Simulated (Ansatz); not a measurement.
Steps of a relaxation of H6SSiSn, SMILES `[SiH3][S][SnH3]` with RKS PBE-D4/def2-SVP.

```sh
$ ansatz run in.yaml --threads 2 --pin off --events-out ev --progress --plain --max-ram 4352MiB
```

```yaml
crystal:
  periodic: [false, false, false]
  atoms:
    - {symbol: Si, position_ang: [-0.748500, 1.046300, -0.954500]}
    - {symbol: S, position_ang: [1.274100, 0.542100, -0.897100]}
    - {symbol: Sn, position_ang: [0.856500, -1.047700, 0.862300]}
    - {symbol: H, position_ang: [-1.533100, -0.081500, -1.295700]}
    - {symbol: H, position_ang: [-0.994800, 2.111400, -2.016700]}
    - {symbol: H, position_ang: [-1.210200, 1.641500, 0.338700]}
    - {symbol: H, position_ang: [2.427200, -1.814000, 1.319500]}
    - {symbol: H, position_ang: [-0.210200, -2.243200, 0.318700]}
    - {symbol: H, position_ang: [0.227400, -0.201200, 2.307800]}
basis:
  gaussian: {orbitals: def2-SVP}
hamiltonian: {xc: pbe, dispersion: d4}
relax: {f_tol: 0.03, max_steps: 200}
```

Positions (Å) and forces (eV/Å) along the path, 5 of 5 steps:

```xyz
9
step=1 energy=-24627.2903 eV
Si   -0.749    1.046   -0.955   -0.304    2.210   -0.272
S     1.274    0.542   -0.897    1.231    0.026   -0.266
Sn    0.857   -1.048    0.862    1.031   -0.354    1.591
H    -1.533   -0.082   -1.296   -1.116   -1.466   -0.327
H    -0.995    2.111   -2.017    0.170   -0.221    0.163
H    -1.210    1.641    0.339   -0.113   -0.042    0.205
H     2.427   -1.814    1.319   -0.715    0.417   -0.300
H    -0.210   -2.243    0.319   -0.361   -0.287   -0.186
H     0.227   -0.201    2.308    0.177   -0.284   -0.607
9
step=2 energy=-24627.4741 eV
Si   -0.795    1.115   -0.999    0.295    0.386    0.206
S     1.272    0.523   -0.835    0.156   -0.079    0.011
Sn    0.971   -1.139    0.987   -1.164    0.328   -0.951
H    -1.638   -0.051   -1.316   -0.395   -0.439   -0.171
H    -0.955    2.161   -2.078    0.134   -0.115    0.101
H    -1.269    1.674    0.315   -0.080    0.069   -0.001
H     2.454   -1.792    1.301    0.918   -0.378    0.201
H    -0.202   -2.277    0.368    0.237    0.060    0.138
H     0.250   -0.260    2.240   -0.102    0.168    0.466
9
step=3 energy=-24627.5357 eV
Si   -0.815    1.117   -0.992    0.102    0.361   -0.310
S     1.262    0.500   -0.822   -0.479   -0.008    0.111
Sn    0.912   -1.131    0.976    0.074   -0.114   -0.021
H    -1.766    0.019   -1.401    0.114   -0.078    0.065
H    -0.794    2.151   -2.092   -0.065   -0.063    0.084
H    -1.376    1.767    0.253    0.129   -0.115   -0.008
H     2.509   -1.698    1.193    0.170   -0.134    0.103
H    -0.149   -2.401    0.470   -0.001    0.072   -0.036
H     0.307   -0.370    2.398   -0.044    0.078    0.011
9
step=4 energy=-24627.5662 eV
Si   -0.826    1.147   -1.019    0.003    0.011    0.072
S     1.226    0.506   -0.824    0.048    0.033   -0.045
Sn    0.937   -1.141    0.974    0.058   -0.001    0.109
H    -1.720   -0.007   -1.384   -0.040    0.019   -0.012
H    -0.869    2.187   -2.109    0.031   -0.066    0.056
H    -1.338    1.749    0.268   -0.005   -0.016   -0.067
H     2.518   -1.781    1.272   -0.090    0.071   -0.040
H    -0.143   -2.376    0.436   -0.029   -0.007   -0.009
H     0.304   -0.330    2.370    0.023   -0.043   -0.064
9
step=5 energy=-24627.5693 eV
Si   -0.822    1.138   -1.011    0.024    0.015    0.007
S     1.234    0.504   -0.823   -0.027    0.009   -0.007
Sn    0.935   -1.140    0.976    0.000   -0.001    0.000
H    -1.730   -0.005   -1.382   -0.004   -0.003   -0.004
H    -0.850    2.173   -2.101    0.002   -0.015    0.013
H    -1.342    1.745    0.267    0.004   -0.006   -0.013
H     2.517   -1.760    1.258   -0.003    0.000    0.000
H    -0.153   -2.368    0.434    0.004    0.001    0.001
H     0.300   -0.333    2.365    0.001   -0.002    0.003
```

Hardware: 2 threads of an Arm Neoverse V1 on a shared host. Wall time 10 s, peak host memory 0.13 GiB.
